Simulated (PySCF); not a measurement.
Molecule: CH₅OSi (charge 0, doublet). It need not be the lowest isomer of its formula. 
Geometry from a B3LYP-D3(BJ)/def2-TZVP (Ansatz) optimisation:
```
O
C 1 1.4190
H 2 1.0897 1 107.95
H 2 1.0933 3 108.81 1 -120.37
H 2 1.0945 3 108.84 4 -118.54
Si 1 1.6497 2 124.95 3 164.89
H 6 1.4858 1 105.77 2 -165.82
H 6 1.4963 7 110.89 1 -118.84
```
Charge 0, spin multiplicity 2.

Dispersion corrections to the total energy (kcal/mol) from the dftd3 and dftd4 libraries through PySCF: D3(BJ) without and D4 with the three-body term, each with the damping fitted for the functional named.

```tsv
functional	D3(BJ)	D4
BHLYP	[?]	-3.34
B2GP-PLYP	-1.94	-1.17
TPSS	[?]	-3.85
LC-wPBE	-2.72	-3.15
TPSSh	-3.35	[?]
BP86	-4.65	-3.73
HF	-25.03	-10.90
```

Question: Complete the blanks.

Answer: 
- BHLYP, D3(BJ): -4.03
- TPSS, D3(BJ): -3.66
- TPSSh, D4: -3.47
